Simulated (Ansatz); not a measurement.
`CCCCCCCCO` + `[OH][Ge]([OH])([Cl])[Cl]` → `C[O][Ge]([OH])([Cl])[Cl]` + `CCCCCCCO`  (substitution at a C–C bond)

Gas-phase electronic energies from Ansatz, PBE0-D4/def2-TZVP geometries. CCSD(T)/CBS adds triple-zeta CCSD(T) − MP2 to the extrapolated MP2 energy (def2 sets, frozen cores). Functionals use def2-TZVPP. B3LYP here is the variant with VWN-RPA as its local correlation; programs differ in this. For Ge outer-core shells are correlated without core-valence functions, which leaves a few kJ/mol of doubt a bond. Scalar relativity is left out up to krypton. One conformer a species, not always the lowest.

`CCCCCCCCO`:

Z-matrix (Å, degrees):
```
C
C 1 1.520
H 1 1.093 2 111.8
H 1 1.093 2 111.0 3 -119.7
H 1 1.094 2 111.3 3 120.4
C 2 1.525 1 115.2 3 -64.0
H 2 1.097 1 109.1 3 58.5
H 2 1.095 1 109.1 3 173.7
C 6 1.531 2 115.0 1 60.6
H 6 1.094 2 107.7 1 -177.4
H 6 1.097 2 109.4 1 -62.8
C 9 1.523 6 114.3 2 -95.3
H 9 1.096 6 109.5 2 143.7
H 9 1.096 6 108.9 2 28.5
C 12 1.523 9 114.1 6 179.6
H 12 1.096 9 108.1 6 -58.9
H 12 1.095 9 110.3 6 56.5
C 15 1.521 12 114.2 9 -68.8
H 15 1.098 12 109.3 9 54.1
H 15 1.096 12 108.1 9 169.6
C 18 1.517 15 113.5 12 179.6
H 18 1.096 15 109.6 12 -58.5
H 18 1.095 15 110.1 12 58.8
O 21 1.413 18 113.6 15 63.9
H 21 1.100 18 109.7 15 -60.5
H 21 1.092 18 109.9 15 -178.1
H 24 0.960 21 108.3 18 -66.4
```

`[OH][Ge]([OH])([Cl])[Cl]`:

Z-matrix (Å, degrees):
```
Ge
O 1 1.743
Cl 1 2.116 2 107.1
O 1 1.752 2 107.4 3 121.5
Cl 1 2.133 2 112.4 3 -118.8
H 2 0.962 1 111.8 3 -157.2
H 4 0.961 1 113.3 2 160.8
```

`C[O][Ge]([OH])([Cl])[Cl]`:

```xyz
10

C    -0.748   -1.452    0.214
O    -0.033   -0.529   -0.590
Ge    0.456    1.026    0.040
O     1.301    1.838   -1.252
Cl    1.722    0.798    1.733
Cl   -1.230    2.167    0.654
H    -0.940   -2.332   -0.401
H    -0.167   -1.754    1.091
H    -1.706   -1.038    0.545
H     1.345    1.277   -2.034
```

`CCCCCCCO`:

```xyz
24

C    -1.617   -2.715   -1.342
C    -1.734   -1.607   -0.311
C    -0.394   -0.989    0.053
C    -0.510    0.127    1.078
C     0.826    0.695    1.546
C     1.710    1.284    0.452
C     1.074    2.439   -0.298
O     1.965    3.062   -1.201
H    -0.981   -3.527   -0.978
H    -1.176   -2.344   -2.272
H    -2.592   -3.143   -1.586
H    -2.209   -1.995    0.597
H    -2.401   -0.822   -0.688
H     0.082   -0.612   -0.861
H     0.274   -1.770    0.439
H    -1.048   -0.253    1.954
H    -1.138    0.927    0.671
H     0.638    1.468    2.300
H     1.387   -0.095    2.057
H     1.991    0.502   -0.265
H     2.644    1.644    0.895
H     0.166    2.108   -0.819
H     0.773    3.220    0.406
H     2.271    2.398   -1.825
```

| level | ΔE (kJ/mol) | difference from CCSD(T)/CBS |
| --- | --- | --- |
| PBE-D4 | 42.8 | -2.4 |
| r2SCAN-D4 | 42.2 | -3.0 |
| PBE0-D4 | 44.3 | -0.9 |
| B3LYP-D4 | 37.5 | -7.7 |
| ωB97X-V | 40.5 | -4.7 |
| ωB97M-V | 43.7 | -1.5 |
| B2PLYP | 39.6 | -5.6 |
| PBE | 41.6 | -3.6 |
| r2SCAN | 41.7 | -3.5 |
| PBE0 | 43.2 | -2.0 |
| B3LYP | 35.8 | -9.4 |
| HF/def2-TZVPP | 30.8 | -14.4 |
| MP2/def2-TZVPP | 47.9 | 2.7 |
| SCS-MP2/def2-TZVPP | 42.6 | -2.6 |
| CCSD/def2-TZVPP | 42.9 | -2.3 |
| CCSD(T)/def2-TZVPP | 43.8 | -1.4 |
| HF/def2-QZVPP | 30.5 | -14.7 |
| MP2/def2-QZVPP | 48.7 | 3.5 |
| SCS-MP2/def2-QZVPP | 43.6 | -1.6 |
| HF/CBS(def2) | 30.5 | -14.7 |
| MP2/CBS(def2) | 49.4 | 4.2 |
| CCSD/CBS(def2) | 44.3 | -0.9 |
| CCSD(T)/CBS | 45.2 | 0 |

Largest T1 diagnostic among the species: 0.011.

In def2-TZVPP, CCSD(T) changes the Hartree–Fock value by +13.0 kJ/mol (the triples alone add +0.9 kJ/mol) and MP2 by +17.2 kJ/mol.
